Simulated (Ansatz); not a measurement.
The same path of CH$_{2}$BClO (6 atoms, charge 0, multiplicity 1) was run twice with different band settings. The coordinate that changes most is the dihedral H5–O1–C2–B3.

All numbers below come from Ansatz, RKS B3LYP/def2-SVP.

Relaxed end points:

```xyz
6
Properties=species:S:1:pos:R:3
O -0.747 1.361 -0.035
C 0.168 0.386 0.292
B 0.362 -0.946 -0.101
Cl 0.691 -2.566 -0.503
H -1.376 1.011 -0.677
H 0.902 0.755 1.024
```

```xyz
6
Properties=species:S:1:pos:R:3
O -1.177 0.851 0.090
C 0.086 0.287 0.176
B 0.413 -1.051 -0.092
Cl 0.893 -2.667 -0.286
H -1.115 1.652 -0.447
H 0.899 0.929 0.558
```

Common settings: spring 5.0 eV/Å²; optimiser quadratic models (default); start path IDPP; force threshold 0.05 eV/Å; iteration limit 60; end points relaxed.

| run | movable images | climbing image |
| --- | --- | --- |
| 1 | 5 | yes |
| 2 | 8 | no |

Q: What does each run give, and how far can it be trusted?

A: Run 1: converged after 6 iterations, highest image 0.048 eV above the first end. A vibrational analysis at the climbing image gives one clearly imaginary mode, 250i cm⁻¹: a first-order saddle point.
Run 2: converged after 7 iterations, highest image 0.048 eV above the first end. No image climbed, so the highest image needn't sit at the top of the path.
